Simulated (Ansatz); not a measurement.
FHSi3: where a starting geometry ends

The starting geometry of this gas-phase singlet was optimised with GFN2-xTB.

```xyz
5

F     2.0357   -0.1596    0.6633
Si   -2.9725    1.0302   -0.3222
Si   -0.7919    0.7359   -0.1681
Si    1.2029   -0.1265   -0.7949
H    -0.7593    1.2584    1.2789
```

Q: Where would you expect an optimisation with r2SCAN-D4/def2-SVP to take it?

A: A new bond forms, giving a structure with H5 bridging Si3 and Si2, given below by its coordinates. Contacts that close: Si2–H5 (2.74 → 1.71 Å).

The energy falls by 0.68 eV over 21 steps:

| step | E − E(last) (eV) |
| --- | --- |
| 1 | 0.677 |
| 3 | 0.603 |
| 5 | 0.538 |
| 8 | 0.310 |
| 10 | 0.219 |
| 12 | 0.157 |
| 14 | 0.044 |
| 17 | 0.003 |
| 19 | 0.000 |
| 21 | 0.000 |

Final geometry (Å):

```xyz
5

F     1.5382   -0.2017    0.8590
Si   -2.2509    0.4398    0.3485
Si   -0.6433    1.4268   -0.7536
Si    1.0081   -0.3095   -0.6919
H    -0.9372    1.3830    0.8950
```

Frequencies at the end are all real (lowest 69 cm⁻¹). Run with Ansatz 0.2.0, 53 s on 1 thread of Arm Neoverse V1, with other jobs on the host.
